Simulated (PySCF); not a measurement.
Species: C2H8B3NO3.
Cartesian coordinates in Å at the PBE0-D3(BJ)/def2-SVP level; atoms count from 1:
```
atom  x, y, z in Å
C1    -1.6798    1.2780    0.3136
N2    -0.9619    0.0348    0.1826
C3    -1.6937   -1.1398    0.5852
B4     0.3516   -0.0247   -0.2954
O5     1.0277    1.1353   -0.6584
B6     2.3049    1.0777   -1.1239
O7     2.9385   -0.1351   -1.2423
B8     2.2909   -1.2926   -0.8826
O9     1.0133   -1.2419   -0.4183
H10   -1.9824    1.4559    1.3615
H11   -1.0498    2.1145   -0.0121
H12   -2.5992    1.2733   -0.2993
H13   -1.0756   -2.0356    0.4503
H14   -2.6163   -1.2590   -0.0112
H15   -1.9933   -1.0778    1.6472
H16    2.8827    2.0879   -1.4330
H17    2.8586   -2.3499   -0.9792
```

Computed with PySCF at PBE0/pcSseg-1 and B3LYP/def2-SVPD, non-relativistic, on one gas-phase PBE0-D3(BJ)/def2-SVP geometry that isn't relaxed in the solvent. The solvent is an IEF-PCM continuum (Bondi radii, 1.10 Å for H, scaled by 1.2). The model holds no explicit solvent molecules, cavitation or dispersion.

Gas phase at PBE0/pcSseg-1: HOMO -7.10 eV, LUMO -0.16 eV, dipole 2.36 D.

Q: What does the continuum do to the energy, the frontier levels and the dipole at PBE0/pcSseg-1 in chloroform and acetone?

A: 
| solvent | ε | E(solvent) − E(gas) (kcal/mol) | polarisation term (kcal/mol) | distortion of the solute (kcal/mol) | HOMO (eV) | LUMO (eV) | dipole (D) |
| --- | --- | --- | --- | --- | --- | --- | --- |
| chloroform | 4.711 | -2.09 | -2.22 | 0.13 | -6.98 | -0.20 | 2.76 |
| acetone | 20.49 | -2.82 | -3.06 | 0.24 | -6.95 | -0.22 | 2.88 |

Polarisation term: ½ Σ q·V over the induced surface charges. Distortion: the rise of the solute's own energy as its density leaves the gas-phase optimum. From chloroform to acetone the lowering changes by a factor 1.35, Onsager's factor (ε − 1)/(2ε + 1) by 1.30 and ε itself by 4.3.

Q: Which radius a makes the point-dipole formula ΔE = −[(ε − 1)/(2ε + 1)]·μ²/a³ give the value in acetone, with the gas-phase dipole?

A: μ = 0.929 au and |ΔE| = 0.00450 Eh give a = 2.36 Å; the farthest nucleus lies 3.78 Å from the centroid of the nuclei, so such a sphere wouldn't even hold the nuclei. The formula assumes a rigid point dipole at the centre of a sphere.

Q: Give the dipole vector in the frame of the coordinates (D, pointing from negative to positive charge), gas and acetone.

A: Gas (-2.21, 0.10, 0.81), solvent (-2.70, 0.12, 0.99). Its length changes by +22 % and its direction by less than 1°.

Q: Which Mulliken charges (PBE0/pcSseg-1) respond most in acetone (means over atoms taken as equivalent)?

A: 
| atoms | environment | gas (e) | solvent (e) | change |
| --- | --- | --- | --- | --- |
| O7 | boron-bound oxygen | -0.493 | -0.510 | -0.017 |
| O5/O9 | boron-bound oxygen | -0.512 | -0.520 | -0.008 |
| H10 (×6) | methyl hydrogen | +0.120 | +0.125 | +0.005 |
| C1/C3 | N-methyl carbon | -0.094 | -0.099 | -0.005 |
| B6/B8 | three-coordinate boron | +0.498 | +0.502 | +0.004 |
| H16/H17 | B–H hydrogen | -0.040 | -0.036 | +0.004 |
| N2 | boron-bound nitrogen | -0.642 | -0.644 | -0.002 |
| B4 | three-coordinate boron | +0.709 | +0.708 | -0.001 |

Q: How do the nuclear quadrupole coupling constants eQVzz/h respond in acetone?

A: 
```json
{"nucleus": "14N at N2", "Q (barn)": "0.02044", "gas (MHz)": "-4.16", "solvent (MHz)": "-4.02", "η gas": "0.51", "η solvent": "0.51"}
{"nucleus": "11B at B4", "Q (barn)": "0.04059", "gas (MHz)": "2.36", "solvent (MHz)": "2.32", "η gas": "0.67", "η solvent": "0.71"}
{"nucleus": "17O at O5", "Q (barn)": "-0.0256", "gas (MHz)": "-5.02", "solvent (MHz)": "-5.00", "η gas": "0.79", "η solvent": "0.76"}
{"nucleus": "11B at B6", "Q (barn)": "0.04059", "gas (MHz)": "3.71", "solvent (MHz)": "3.72", "η gas": "0.43", "η solvent": "0.42"}
{"nucleus": "17O at O7", "Q (barn)": "-0.0256", "gas (MHz)": "4.82", "solvent (MHz)": "4.67", "η gas": "0.91", "η solvent": "0.98"}
{"nucleus": "11B at B8", "Q (barn)": "0.04059", "gas (MHz)": "3.71", "solvent (MHz)": "3.72", "η gas": "0.43", "η solvent": "0.42"}
{"nucleus": "17O at O9", "Q (barn)": "-0.0256", "gas (MHz)": "-5.02", "solvent (MHz)": "-5.00", "η gas": "0.79", "η solvent": "0.76"}
```

Gas phase at B3LYP/def2-SVPD: HOMO -6.93 eV, LUMO -0.49 eV, dipole 2.23 D.

Q: What does the continuum do to the energy, the frontier levels and the dipole at B3LYP/def2-SVPD in acetone?

A: 
```
solvent      ε  E(solvent) − E(gas) (kcal/mol)  polarisation term (kcal/mol)  distortion of the solute (kcal/mol)  HOMO (eV)  LUMO (eV)  dipole (D)
acetone  20.49                           -2.43                         -2.68                                 0.25      -6.73      -0.53        2.79
```

Q: How does the static polarisability (B3LYP/def2-SVPD, frozen core, with the continuum's full static response) change?

A: 
```csv
medium,isotropic (au),principal values (au),⟨r²⟩ of the electrons (bohr²)
gas,80.5,"58.8, 82.1, 100.6",1245.4
acetone,102.0,"77.1, 104.3, 124.6",1245.1
```

The isotropic value in acetone is 1.27 times the gas-phase one; no cavity-field correction is applied. ⟨r²⟩ is taken about the centre of nuclear charge.

On one thread of an Arm Neoverse N1 (shared host), this took 58 s of wall time and 1.1 GiB of memory at its peak. This is the whole shielding run at PBE0/pcSseg-1 in acetone, SCF included.
